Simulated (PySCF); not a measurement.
Isomers of C5H4N2S, one GFN2-xTB conformer each. Single-point energies are computed at PBE0/pcSseg-1 (PySCF, gas phase, no added dispersion term), electronic only.

| SMILES | GFN2-xTB relative energy (kcal/mol) |
| --- | --- |
| C[C@H]1SC1(C#N)C#N | 22.8 |
| CC#Cc1cnsn1 | 0.0 |

Question: What does PBE0/pcSseg-1 give for the same structures?

Answer: 
```json
{"SMILES": "C[C@H]1SC1(C#N)C#N", "PBE0/pcSseg-1 E (Eh)": "-700.01814", "PBE0/pcSseg-1 (kcal/mol)": "0.0", "GFN2-xTB (kcal/mol)": "22.8", "point group": "C1"}
{"SMILES": "CC#Cc1cnsn1", "PBE0/pcSseg-1 E (Eh)": "-700.00390", "PBE0/pcSseg-1 (kcal/mol)": "8.9", "GFN2-xTB (kcal/mol)": "0.0", "point group": "Cs"}
```

GFN2-xTB puts CC#Cc1cnsn1 lowest instead. As drawn, the lower has a three-membered ring and a C≡N group, which the higher lacks; the higher has an aromatic ring and a C≡C bond, which the lower lacks.

Question: Which frontier levels, dipoles and rotational constants go with these structures?

Answer: 
| SMILES | HOMO (eV, PBE0/pcSseg-1) | LUMO (eV) | dipole (D) | A, B, C (MHz) |
| --- | --- | --- | --- | --- |
| C[C@H]1SC1(C#N)C#N | -8.02 | -2.22 | 4.58 | 2055, 1677, 1270 |
| CC#Cc1cnsn1 | -7.22 | -1.71 | 2.66 | 7488, 832.0, 752.3 |
